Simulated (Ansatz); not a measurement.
Born–Oppenheimer molecular dynamics of H$_{4}$O$_{2}$Zn (7 atoms, charge 0, multiplicity 1). It starts at the highest image of a converged band, a first-order saddle point between two minima.

All numbers below come from Ansatz, RKS r2SCAN/def2-SVP.

```json
{
 "ensemble": "NVE (velocity Verlet)",
 "time step": "0.5 fs",
 "steps asked": "200",
 "starting velocities drawn for": "100 K",
 "seed": "4132"
}
```

First frame:

```xyz
7
Properties=species:S:1:pos:R:3
Zn 0.136 0.035 -0.399
O 0.457 -0.287 1.474
O 0.550 -0.399 -2.074
H -0.539 0.545 1.239
H -1.014 1.115 0.590
H 0.317 -1.142 1.907
H 0.092 0.133 -2.736
```

(1) What does the run give?

(2) What happens to the structure?

(3) How do temperature and energy run in time?

Results:

(1) The run went to its last step.

* steps done: 200
* time covered: 100 fs
* mean temperature over the second half: 1136 K
* spread of the potential energy over the second half: 10.8 meV per atom
* mean potential energy of the second half above the start: -95.7 meV per atom

The conserved energy stayed within 0.33 meV per atom of its start (net change -0.17 meV per atom), so the integration is sound. The kinetic energy rose, since the run started high on the potential surface and went downhill. It ends in pieces (H2O + H2OZn), so much of that is their flight and rotation, not heat. A run of 0.1 ps of so small a system gives no equilibrium averages. The orbitals stay closed-shell, which can raise the energy where a bond breaks towards radicals; this wasn't checked here.

(2) Between its relaxed ends the band would form Zn1–H5, O2–H4 and break H4–H5. These pairs go: Zn1–H5 1.86 → 1.54 Å, O2–H4 1.32 → 0.96 Å, H4–H5 0.99 → 3.22 Å. In the last frame they stand as after the step (other bonds may differ from the relaxed reactants and products). Also parted: Zn1–O2 1.93 → 2.92 Å, Zn1–H4 1.84 → 3.02 Å. It ends as H2O + H2OZn. Pairs count as bonded within 1.25 times the sum of covalent radii (0.12 Å more for H–H). The details hang on the random start.

(3) 
| time (fs) | T (K) | potential energy less start (eV) | conserved less start (meV/atom) |
| --- | --- | --- | --- |
| 0.0 | 100 | 0.000 | 0.00 |
| 8.0 | 62 | 0.025 | 0.02 |
| 16.0 | 60 | 0.027 | 0.06 |
| 24.0 | 318 | -0.140 | 0.06 |
| 32.0 | 590 | -0.316 | 0.13 |
| 40.0 | 861 | -0.492 | -0.07 |
| 48.0 | 958 | -0.556 | -0.28 |
| 56.0 | 1083 | -0.637 | -0.21 |
| 64.0 | 1111 | -0.652 | 0.16 |
| 72.0 | 1089 | -0.638 | 0.20 |
| 80.0 | 1199 | -0.711 | -0.12 |
| 88.0 | 1293 | -0.773 | -0.24 |
| 96.0 | 1173 | -0.694 | -0.10 |

Time of the run: 7.2 min on 2 threads of Arm Neoverse V1 (shared host), peak memory 0.15 GiB.
